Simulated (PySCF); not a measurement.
## How methods differ on the ionisation energy of Cl¹¹⁺

Cl¹¹⁺ [He] 2s2 2p2 [2p1/2^2, M_J = 0] → Cl¹²⁺ [He] 2s2 2p1 [2p1/2^1, M_J = 1/2], as a difference of total energies. Computed with PySCF 2.14 in an even-tempered Gaussian basis (18 s from 1.7 bohr⁻², ratio 2.4; 11 p from 2.2 bohr⁻², ratio 2.4; 5 d from 9.1 bohr⁻², ratio 2.6; 5 f from 14 bohr⁻², ratio 2.6), with the two-component X2C-1e Hamiltonian. Correlated levels: nothing frozen; the 30 highest virtual spinors dropped. "Screened" scales the spin-orbit matrix elements by Boettger's factors to mimic the two-electron term; Breit and QED terms are absent.

| method | ionisation energy (eV) |
| --- | --- |
| GHF (spin-free) | 592.23 |
| GMP2 (spin-free) | 592.53 |
| GHF (screened spin-orbit) | 591.61 |
| GMP2 (screened spin-orbit) | 591.93 |

How much does correlation contribute at GMP2 (screened spin-orbit)?

591.93 − (591.61) = 0.32 eV, measured against GHF (screened spin-orbit).

The labels give the starting determinants; with spin-orbit coupling the two ends relaxed to ⟨J²⟩ = 1.68, ⟨L²⟩ = 1.98, ⟨S²⟩ = 1.98 and ⟨J²⟩ = 0.75, ⟨L²⟩ = 2.00, ⟨S²⟩ = 0.75.

The determinant of Cl¹¹⁺ mixes levels of different J (the jj label is only the starting occupation), so the difference between spin-free and spin-orbit rows is not the physical spin-orbit shift.

For comparison: 591.58 ± 0.19 eV (semi-empirical (NIST evaluation); NIST Atomic Spectra Database, ionization energies).
